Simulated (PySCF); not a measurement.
# A run with a changed setting

The sound run of [Yb(HCN)]3+ (singlet in the valence; each metal's 4f electrons, 13 of them, lie in its core potential, out of spins and levels) uses PySCF 2.14.0, RKS PBE0, Yb lcecp-1-SVP with ECP59, N def2-SVP, C def2-SVP, H def2-SVP; non-relativistic Hamiltonian with scalar-relativistic core potentials where named; density fitting; no spin-orbit coupling, grid (50, 194), threshold 1e-8 and 55 cycles at the relaxed geometry. This run, with dm0 from free metal ions and neutral atoms, differs:

```python
mol = gto.M(atom='''
Yb     0.00000     0.00000    -0.19815
N      0.00000    -0.00000     1.95510
C     -0.00000     0.00000     3.12215
H      0.00000     0.00000     4.24026''',
    basis={'Yb': 'lcecp-1-SVP', 'N': 'def2-SVP', 'C': 'def2-SVP', 'H': 'def2-SVP'},
    ecp={'Yb': 'lcecp-1-SVP'},
    charge=7, spin=0)
mf = dft.RKS(mol, xc='PBE0')
mf.grids.atom_grid = (50, 194)  # f atoms: unpruned, at least (60, 302)
mf = mf.density_fit()  # fitting sets: Yb AutoAux, N def2-universal-JKFIT, C def2-universal-JKFIT, H def2-universal-JKFIT
mf.conv_tol = 1e-08; mf.max_cycle = 99
mf.kernel(dm0)
mf.nuc_grad_method().kernel()
```

Problem. What was changed, and how did it end?

Solution. The charge was changed. It converged in 42 cycles, largest force component 27.54 eV/Å. The cycle limit differs too. These settings are unsound on purpose: the numbers aren't the compound's.
```
init E= -95.9896439015042
cycle= 1 E= -106.068835375991  delta_E= -10.1  |g|= 4.28  |ddm|= 7.52
cycle= 2 E= -104.142077934021  delta_E= 1.93  |g|= 3.35  |ddm|= 10.5
cycle= 3 E= -117.412049762031  delta_E= -13.3  |g|= 2.47  |ddm|= 8.42
cycle= 4 E= -123.763218536388  delta_E= -6.35  |g|= 1.01  |ddm|= 4.04
cycle= 5 E= -122.224503339124  delta_E= 1.54  |g|= 2.29  |ddm|=  3.1
...
cycle= 40 E= -124.244795444689  delta_E= -7.31e-07  |g|= 0.000268  |ddm|= 0.00153
cycle= 41 E= -124.244795466657  delta_E= -2.2e-08  |g|= 8.44e-05  |ddm|= 0.000264
cycle= 42 E= -124.24479546921  delta_E= -2.55e-09  |g|= 8.42e-06  |ddm|= 0.000101
Extra cycle  E= -124.244795469052  delta_E= 1.58e-10  |g|= 2.27e-05  |ddm|= 3.76e-05
converged SCF energy = -124.244795469052
```

Run from Python with OMP_NUM_THREADS=2; the lines above give its settings.
It took 2.5 s on 2 threads of Intel(R) Xeon(R) 6975P-C (Granite Rapids), on a shared host.

An lcecp potential fixes the number of 4f electrons, so in runs with it no electron can move into or out of that shell.
